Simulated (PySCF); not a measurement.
Radial density of W(61+) (tungsten, charge +61)

TPSSh, [Ne] 3s2 3p1, 2P determinant. Calculation: PySCF 2.14, in an even-tempered Gaussian basis (17 s from 16 bohr⁻², ratio 2.5; 12 p from 21 bohr⁻², ratio 2.5; 4 d from 81 bohr⁻², ratio 2.7; 4 f from 120 bohr⁻², ratio 2.7); the spin-free X2C one-electron Hamiltonian (Gaussian nucleus).

```tsv
r (bohr)	4πr²ρ (e/bohr)	4πr²(ρα − ρβ)
0.0226	82.23	1.5401
0.0381	98.96	2.7167
0.0640	111.7	0.9200
0.108	41.73	1.7196
0.181	22.88	6.7952
0.305	3.054	1.0226
0.512	0.01578	0.0041
```

Densities and radii are taken from the X2C orbitals without a picture-change correction, which distorts them close to the nucleus.

Spin-orbit coupling, absent here, splits the open shell strongly.
